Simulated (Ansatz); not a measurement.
A made-up structure of CH4OZn, singlet:

```json
{"atom": "C1", "x (Å)": "-0.5657", "y (Å)": "-0.3946", "z (Å)": "0.4969"}
{"atom": "O2", "x (Å)": "0.6110", "y (Å)": "0.0116", "z (Å)": "0.4761"}
{"atom": "Zn3", "x (Å)": "1.0724", "y (Å)": "0.6779", "z (Å)": "-0.7709"}
{"atom": "H4", "x (Å)": "-1.3921", "y (Å)": "0.4491", "z (Å)": "0.4037"}
{"atom": "H5", "x (Å)": "-0.4823", "y (Å)": "-0.7558", "z (Å)": "1.4448"}
{"atom": "H6", "x (Å)": "-0.8213", "y (Å)": "-1.2419", "z (Å)": "-0.2905"}
{"atom": "H7", "x (Å)": "1.5781", "y (Å)": "1.2538", "z (Å)": "-1.7600"}
```

It is relaxed with PBE-D4/def2-SVP and then PBE0-D4/def2-TZVP (Ansatz 0.2.0). Atoms count as bonded within 1.22 times the sum of their covalent radii (H–H: 0.88 Å). The end point is not checked to be a true minimum.

(1) Does its bonding change? (Judge from chemistry; the calculation decides.)

Results:

(1) The calculation gives: Yes. Formed: none; broken: C1–Zn3.

Where it ends: The first stage lowers the energy by 4.15 eV in 7 steps. It ends as CH₄OZn ([CH3][O][ZnH]):
```json
{"atom": "C1", "x (Å)": "-0.6909", "y (Å)": "-0.4886", "z (Å)": "0.6205"}
{"atom": "O2", "x (Å)": "0.5910", "y (Å)": "0.0237", "z (Å)": "0.4156"}
{"atom": "Zn3", "x (Å)": "1.2837", "y (Å)": "0.8410", "z (Å)": "-0.9929"}
{"atom": "H4", "x (Å)": "-1.4733", "y (Å)": "0.2798", "z (Å)": "0.5469"}
{"atom": "H5", "x (Å)": "-0.7488", "y (Å)": "-0.9153", "z (Å)": "1.6287"}
{"atom": "H6", "x (Å)": "-0.9463", "y (Å)": "-1.2899", "z (Å)": "-0.0872"}
{"atom": "H7", "x (Å)": "1.9846", "y (Å)": "1.5493", "z (Å)": "-2.1317"}
```

Labels in which every atom is bracketed show which atoms are joined, not bond orders.

For scale, one of the runs: PBE0-D4/def2-TZVP relaxation, 134 basis functions, launched by `ansatz run in.yaml --threads 2 --pin off --events-out ev --progress --plain --max-ram 4352MiB`. The run took about 6.5 s on 2 CPU threads of an AMD EPYC 9R45 (shared host).
